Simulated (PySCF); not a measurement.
Se(Cl)(OMe) (CH₃ClOSe), SMILES CO[Se]Cl. Atoms are numbered in the order given.

```xyz
7

Se    -0.0118    -0.2906     0.6905
Cl    -1.2549     1.2533    -0.2526
O      1.3859    -0.3185    -0.4025
C      1.1937    -0.9347    -1.6615
H      0.4886    -0.3547    -2.2797
H      2.1773    -0.9445    -2.1529
H      0.8208    -1.9678    -1.5624
```
Charge 0, spin multiplicity 1.

Geometry: PBE0-D3(BJ)/def2-SVP. The values are those of a single conformer.

The numbers are results of PySCF with KT2/pcSseg-1, not measurements.

GIAO shieldings, no solvent; atoms alike by connectivity are averaged. δ = σ(ref) − σ: ⁷⁷Se against Me2Se (σ = 1692.1 ppm); ³⁵Cl against HCl (σ = 945.4 ppm); ¹⁷O against H2O (σ = 330.4 ppm); ¹³C against TMS (σ = 185.1 ppm); ¹H against TMS (σ = 31.47 ppm), references at their B3LYP-D3(BJ)/def2-TZVP geometries, non-relativistic (without spin–orbit terms, shifts of atoms bonded to Cl or Br come out too high).

```
atoms       nucleus  count     δ (ppm)
----------  -------  -----  ----------
Se1            ⁷⁷Se      1  (withheld)
Cl2            ³⁵Cl      1       151.6
O3              ¹⁷O      1       128.0
C4              ¹³C      1        69.4
H5, H6, H7       ¹H      3  (withheld)
```

Question: Complete the blanks. (An estimate is asked for; the answer gives what the named calculation found.)

Answer: 
- Se1, δ (ppm): 2403.6
- H5, H6, H7, δ (ppm): 4.29
